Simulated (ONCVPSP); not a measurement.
# C (Z = 6): one change to an ONCV potential, before and after

```
Element                 : C
Generator               : ONCVPSP 4.0.1
Type                    : optimised norm-conserving Vanderbilt (ONCV)
Functional              : BLYP
Relativity              : scalar-relativistic
Frozen core             : [He]
Valence charge          : 4
Reference configuration : 2s2 2p1.5 (charge +0.5)
Partial waves           : 2s: rc 1.30 bohr, ncon 4, nbas 7, qcut 5.5 1/bohr, 2 projectors, debl 1 Ha; 2p: rc 2.90 bohr, ncon 3, nbas 7, qcut 4.5 1/bohr, 3 projectors, debl 2 Ha; d scattering state at 0.02 Ha: rc 2.75 bohr, ncon 4, nbas 7, qcut 3.8 1/bohr, 2 projectors, debl 1.7 Ha
Local potential         : polynomial inside 1.05 bohr (lpopt 5, dvloc0 4 Ha)
Core correction         : Teter function, fcfact 4.5, rcfact 1.05
```

All-electron outer shells of the reference configuration (BLYP, scalar-relativistic, ld1.x):

```csv
shell,level (eV),outermost node (bohr),outermost maximum (bohr)
1s,-280.78,–,0.17
2s,-19.24,0.38,1.19
2p,-10.69,–,1.14
```

Change: p: debl 0.45.

Cutoffs: the cutoffs (Ha) at which the residual kinetic energy of the hardest occupied pseudo-wave falls to 1 and 0.1 mHa per electron; they do not see the model core or the augmentation charge, which bear on the density cutoff. Errors are all-electron minus pseudo energies relative to the spin-unpolarised reference configuration.

How do hardness, ghosts and transferability respond?

The potential gets neither clearly harder nor softer (17 Ha and 62 Ha → 17 Ha and 62 Ha); the errors of the 4 common tests hardly move; the range in which the p phases agree widens (upper end 0.3 → 2.5); neither file shows a bound ghost.

| quantity | base | changed |
| --- | --- | --- |
| cutoff, loose | 17 Ha | 17 Ha |
| cutoff, tight | 62 Ha | 62 Ha |
| bound ghosts | none | none |
| GHOST(+) flags under 300 eV | none | none |
| error for 2s2 2p2, meV [ΔE -3.94 eV] | +38 | +39 |
| error for 2s2 2p1, meV [ΔE 6.89 eV] | +75 | +76 |
| error for 2s2 2p0, meV [ΔE 31.06 eV] | +1091 | +1091 |
| error for 2s1 2p0, meV [ΔE 79.22 eV] | +2242 | +2242 |
| s: phases at 1.32 bohr within 0.05 rad from the reference energy up to (Ha; the scan ends near 5) | to the end of the scan | to the end of the scan |
| p: phases at 2.94 bohr within 0.05 rad from the reference energy up to (Ha; the scan ends near 5) | 0.3 | 2.5 |
| d: phases at 2.79 bohr within 0.05 rad from the reference energy up to (Ha; the scan ends near 5) | to the end of the scan | to the end of the scan |
| rms error of d²Exc/dni dnj with the model core, mHa | 1.77 | 1.77 |
